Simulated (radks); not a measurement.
Task: Ar3+, configuration [He] 2s2 2p5 3s2 3p3 3d1 (not the ground configuration). Calculated with a radial shooting solver on a logarithmic mesh with Libxc functionals: Dirac Kohn-Sham, exchange-only PBE, spin-unpolarised, spherical densities, point nucleus; open shells are shared between the two j in proportion to 2j + 1. Some entries of the table are withheld. Estimate them.

orbital,occ.,eigenvalue (Ry),<r^2> (bohr^2)
1s1/2,2,-236.4077,(1)
2s1/2,2,-27.27908,0.1945
2p1/2,1.66667,-22.69036,0.1632
2p3/2,3.33333,-22.51490,0.1650
3s1/2,2,-5.12378,1.748
3p1/2,1,(2),(3)
3p3/2,2,(4),(5)
3d3/2,0.4,-2.21978,2.819
3d5/2,0.6,-2.21791,2.825
4s1/2,0,-1.66215,10.37
4p1/2,0,-1.36015,(6)
4p3/2,0,-1.35609,(7)

Result: 
(1) 1s1/2 <r^2> (bohr^2): 0.009871
(2) 3p1/2 eigenvalue (Ry): -3.95812
(3) 3p1/2 <r^2> (bohr^2): 2.008
(4) 3p3/2 eigenvalue (Ry): -3.93687
(5) 3p3/2 <r^2> (bohr^2): 2.024
(6) 4p1/2 <r^2> (bohr^2): 12.77
(7) 4p3/2 <r^2> (bohr^2): 12.84
